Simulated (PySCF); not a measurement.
(2R)-1,1-difluoro-2-methylcyclopropane (C4H6F2), SMILES C[C@@H]1CC1(F)F.

Geometry optimised at PBE-D3(BJ)/def2-SVP.

Two levels are set side by side: TDDFT-PBE/def2-SVPD (PySCF) and TDDFT-ωB97X/def2-SVPD (PySCF). Vertical, same geometry. The lowest singlet is HOMO→LUMO 99 % with PBE and HOMO→LUMO 62 %, HOMO→LUMO+2 16 % with the other functional; states are paired by order. Differences are taken from unrounded values.

```csv
quantity,TDDFT-PBE
lowest singlet excitation (eV),6.75
lowest triplet excitation (TDA) (eV),6.60
```

Q: These are the TDDFT-PBE values. What does TDDFT-ωB97X give? (An estimate is asked for; the answer gives what the named calculation found.)

A: 
```csv
quantity,TDDFT-ωB97X,TDDFT-PBE minus TDDFT-ωB97X
lowest singlet excitation (eV),8.45,-1.70
lowest triplet excitation (TDA) (eV),8.12,-1.51
```

Functionals without exact exchange tend to place singlet excitations lower, as here. Differences between two approximate levels are no errors against the true value.

Rough cost on one machine, each run with all the roots and properties that it gave: TDDFT-ωB97X against TDDFT-PBE about 10 times.
